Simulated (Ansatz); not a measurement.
Reaction (formal loss of a carbene): `C[Se][SiH](O)F` → `[CH2]` (triplet) + `O[SiH](F)[SeH]`

Program: Ansatz. Geometries: PBE0-D4/def2-TZVP. ΔE: electronic, gas phase. CBS: MP2 limit from def2 TZ/QZ plus the TZ coupled-cluster correction, frozen cores. This one scheme is used for every species. DFT in def2-TZVPP. B3LYP here is the variant with VWN-RPA as its local correlation; programs differ in this. Triplets are unrestricted, without spin–orbit coupling. For Se outer-core shells are correlated without core-valence functions, which leaves a few kJ/mol of doubt a bond. Scalar relativity is left out up to krypton. Each species was taken in one conformer, which may not be the lowest.

`C[Se][SiH](O)F`:

```xyz
10

C    -0.098   -1.573   -0.781
Se    0.355    0.194   -1.505
Si   -0.247    1.330    0.346
O     0.612    0.899    1.663
F    -0.007    2.863   -0.017
H     0.489   -1.780    0.111
H    -1.162   -1.629   -0.561
H     0.151   -2.291   -1.560
H    -1.658    1.141    0.732
H     1.565    0.846    1.571
```

`[CH2]` (triplet):

Cartesian coordinates in Å:
```
C -0.100 -0.126 0.224
H 0.937 0.150 0.335
H -0.836 -0.024 -0.559
```

`O[SiH](F)[SeH]`:

Cartesian coordinates in Å:
```
O 0.703 1.224 -0.447
Si 0.002 -0.240 -0.529
F 1.003 -1.340 -1.099
Se -0.564 -1.057 1.509
H 1.356 1.373 0.240
H -1.122 -0.095 -1.468
H -1.378 0.134 1.793
```

```tsv
level	ΔE (kJ/mol)
B3LYP-D4	422.9
ωB97M-V	430.1
CCSD/def2-TZVPP	405.5
HF/def2-QZVPP	278.0
```

Problem. What does CCSD(T)/CBS give? (Best estimate.)

Solution. The calculation gave: +428.9 kJ/mol. The listed levels differ from it by -6.0, 1.2, -23.4, -150.9 kJ/mol.

Largest T1 diagnostic among the species: 0.011.

The D4 term adds +11.8 kJ/mol with B3LYP and +6.3 kJ/mol with PBE0; it sums over pairs of atoms, weighted by their polarisabilities, and B3LYP, whose exchange is more repulsive, gets the larger term. In def2-TZVPP, CCSD(T) changes the Hartree–Fock value by +139.8 kJ/mol (the triples alone add +12.4 kJ/mol) and MP2 by +154.9 kJ/mol. From PBE to PBE0 (25 % exact exchange), in def2-TZVPP and without D4, ΔE moves by −9.5 kJ/mol.
